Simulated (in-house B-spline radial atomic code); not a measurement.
Whole-atom quantities along the 20-electron series, configuration [Ar] 3d2. Computed with a radial B-spline atomic code at the basis-set limit: non-relativistic Hartree-Fock, average of the configuration, point nuclei.

This level leaves out relativity, spin-orbit splitting included, which matters for heavy ions.

```
  ion   Z  E/Z² (Eh)  Σ<r²> (bohr²)  n(0)/Z³ (bohr⁻³)  Lamb diamagnetic shielding (ppm)  repulsion over attraction
Pm41+  61    -2.2268        0.75259           0.71043                           5155.62                   0.064641
Sm42+  62    -2.2318        0.72414           0.71087                           5246.36                   0.063665
Eu43+  63          ?              ?                 ?                                 ?                          ?
Gd44+  64    -2.2413         0.6719            0.7117                           5427.83                   0.061797
Tb45+  65    -2.2459        0.64789            0.7121                           5518.56                   0.060903
Dy46+  66    -2.2503        0.62514           0.71249                            5609.3                   0.060034
Ho47+  67    -2.2546        0.60357           0.71287                           5700.03                   0.059189
Er48+  68          ?              ?                 ?                                 ?                          ?
Tm49+  69    -2.2628        0.56367            0.7136                            5881.5                   0.057569
```

Fill in the row of Eu43+.

E/Z² (Eh): -2.2366; Σ<r²> (bohr²): 0.69728; n(0)/Z³ (bohr⁻³): 0.71129; Lamb diamagnetic shielding (ppm): 5337.09; repulsion over attraction: 0.062717.

Fill in the row of Er48+.

E/Z² (Eh): -2.2588; Σ<r²> (bohr²): 0.58311; n(0)/Z³ (bohr⁻³): 0.71324; Lamb diamagnetic shielding (ppm): 5790.76; repulsion over attraction: 0.058368.

With what power of Z does the column «Σ<r²> (bohr²)» change over this range?

A fit of the logarithm of its size against log Z from Z = 61 to 69 has slope -2.35. Unscreened non-relativistic hydrogenic orbitals would give -2.
